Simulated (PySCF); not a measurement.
## A ladder of Hamiltonians for Gd⁴⁶⁺ (gadolinium, charge +46)

Occupied: 1s1/2, 2s1/2, 2p1/2, 2p3/2, 3s1/2, 3p1/2, 3p3/2. Hartree-Fock calculated with PySCF 2.14 in an even-tempered Gaussian basis (20 s from 4.9 bohr⁻², ratio 2.3; 16 p from 5.9 bohr⁻², ratio 2.3), Gaussian nucleus throughout. NR is non-relativistic, sf-X2C the spin-free one-electron X2C Hamiltonian, X2C adds the bare one-electron spin-orbit term, X2C-SNSO screens it by Boettger's factors, DC is four-component Dirac-Coulomb, and the Gaunt and Breit terms are added at first order (total energies over the DC spinors, levels after relaxing the spinors in that mean field). QED terms are absent. Levels marked empty are virtual spinors of this ion; the basis has s and p functions only, so 3d, which can lie below the n = 4 levels, is absent.

```tsv
Hamiltonian	E (hartree)	E − E(DC) (hartree)	CPU seconds
NR	-8917.4867	443.9800	0.59
sf-X2C	-9350.7875	10.6792	0.45
X2C	-9358.4512	3.0155	0.46
X2C-SNSO	-9357.9541	3.5126	0.46
DC	-9361.4667	0.0000	20
DC+Gaunt	-9351.1509	10.3158	34
DC+Breit	-9352.1566	9.3101	96
```

```
   level (eV)        NR    sf-X2C       X2C  X2C-SNSO        DC  DC+Gaunt  DC+Breit
        1s1/2  -50441.8  -53425.3  -53416.0  -53416.6  -53471.9  -53316.4  -53328.0
        2s1/2  -10481.1  -11294.0  -11291.2  -11291.4  -11298.6  -11281.9  -11283.2
        2p1/2  -10121.0  -10373.0  -10890.7  -10872.4  -10875.8  -10848.6  -10851.3
        2p3/2  -10121.0  -10373.0  -10152.8  -10159.5  -10165.2  -10146.3  -10149.0
        3s1/2   -4094.5   -4332.8   -4332.0   -4332.0   -4333.7   -4329.9   -4330.3
        3p1/2   -3942.3   -4036.4   -4164.5   -4160.0   -4160.9   -4154.4   -4155.2
        3p3/2   -3942.3   -4036.4   -3981.2   -3982.9   -3984.1   -3979.6   -3980.4
4s1/2 (empty)   -2086.9   -2179.5   -2179.3   -2179.3   -2179.9   -2178.5   -2178.7
4p1/2 (empty)   -2028.5   -2069.2   -2115.6   -2114.0   -2114.3   -2111.9   -2112.3
4p3/2 (empty)   -2028.5   -2069.2   -2049.2   -2049.8   -2050.3   -2048.6   -2048.9
```

| interval (eV) | X2C | X2C-SNSO | DC | DC+Gaunt | DC+Breit |
| --- | --- | --- | --- | --- | --- |
| 2p3/2 − 2p1/2 | 737.8 | 712.9 | 710.6 | 702.3 | 702.3 |
| 3p3/2 − 3p1/2 | 183.3 | 177.2 | 176.7 | 174.8 | 174.8 |
| 4p3/2 − 4p1/2 | 66.38 | 64.16 | 64.06 | 63.34 | 63.33 |

Weight of the small component: 1s1/2 0.0569, 2s1/2 0.0128, 2p1/2 0.0128, 2p3/2 0.0119, 3s1/2 0.00475, 3p1/2 0.00466, 3p3/2 0.00444, 4s1/2 0.00227, 4p1/2 0.00224, 4p3/2 0.00215.

Koopmans' value for the highest occupied level at DC+Breit: 3980.4 eV, against an ionisation energy of 3980 ± 4 eV (theoretical estimate listed by NIST; NIST Atomic Spectra Database, ionization energies); the former lacks relaxation, correlation, QED and recoil.

The whole ladder took 160 s of wall time on 1 thread of Neoverse-V1 (shared host), launched as `OMP_NUM_THREADS=1 python relrun2.py TASK.json OUT` (a driver that calls PySCF for each Hamiltonian).
